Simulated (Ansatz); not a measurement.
Reaction (ligand exchange at the Si–N bond): `BO[SiH2]N` + H–F → `BO[SiH2]F` + NH₃

Program: Ansatz. Geometries: PBE0-D4/def2-TZVP. ΔE: electronic, gas phase. CCSD(T)/CBS is the MP2 limit (def2-TZVPP, def2-QZVPP) plus CCSD(T) − MP2 in def2-TZVPP, frozen cores. This one scheme is used for every species. Functionals use def2-TZVPP. One conformer a species, not always the lowest.

Problem. Is it downhill or uphill in electronic energy at CCSD(T)/CBS, and by how much? (An estimate is asked.)

Solution. Ansatz gave: Downhill: ΔE = -19.5 kcal/mol.

Problem. What do these levels give: B97M-V, r2SCAN0-D4, ωB97M-V, RPA@PBE/def2-TZVPP, MP2/def2-TZVPP, HF/def2-QZVPP? (An estimate is asked.)

Solution. Computed: B97M-V -21.4, r2SCAN0-D4 -19.9, ωB97M-V -19.7, RPA@PBE/def2-TZVPP -20.2, MP2/def2-TZVPP -19.2, HF/def2-QZVPP -23.7 kcal/mol.

Largest T1 diagnostic among the species: 0.013.

The D4 term adds +1.2 kcal/mol with B3LYP and +0.7 kcal/mol with PBE0; it sums over pairs of atoms, weighted by their polarisabilities, and B3LYP, whose exchange is more repulsive, gets the larger term. In def2-TZVPP, CCSD(T) changes the Hartree–Fock value by +3.7 kcal/mol (the triples alone add +0.5 kcal/mol) and MP2 by +4.2 kcal/mol. Leaving LDA and LC-ωPBE aside and taking each functional with its dispersion term where it has one, the values, not all of them listed here, spread over 3.9 kcal/mol, from B97M-V to revPBE-D4. LDA lies +2.1 kcal/mol from PBE without D4.

B3LYP here is the variant with VWN-RPA as its local correlation; programs differ in this.
